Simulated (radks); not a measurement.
Values are calculated unless marked as measured or tabulated.
Orbital eigenvalues (eV) of the magnesium ion Mg+, [Ne] 3s1, at several levels of relativity; Dirac values are averaged over j with weights 2j + 1. Spin-unpolarised spherical Kohn-Sham, PBEsol, point nucleus unless stated (finite: rms radius 3.057 fm), a radial shooting solver on a logarithmic mesh with Libxc functionals. A level marked "c x" has the speed of light scaled by that factor.

| shell | non-rel. | Dirac | Dirac, c x 1.5 | Dirac, c x 3 | change of magnitude, last against first (%) |
|---|---|---|---|---|---|
| 1s | -1263.4 | -1265.8 | -1264.4 | -1263.6 | +0.02 |
| 2s | -88.350 | -88.651 | -88.484 | -88.384 | +0.04 |
| 2p | -55.631 | -55.597 | -55.616 | -55.628 | -0.01 |
| 3s | -11.293 | -11.310 | -11.301 | -11.295 | +0.02 |
| 3p (empty) | -7.0156 | -7.0103 | -7.0132 | -7.0150 | -0.01 |
